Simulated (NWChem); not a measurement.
A series in which one site is exchanged, each optimised at PBE0/def2-SVP with NWChem, gas phase unless a solvent is named. All stand in one matching conformer (torsions within 35°), which need not be the lowest. 

A: NB(N)F (BN$_{2}$H$_{4}$F; site = B)
B: [NH2][Al]([NH2])[F] (AlN2H4F; site = Al)
C: [NH2][Ga]([NH2])[F] (GaN2H4F; site = Ga)

Problem. Rank them by static polarisability, B3LYP/def2-SVPD (bohr³), lowest first.

Solution. A (33.1), B (41.2), C (43.9)
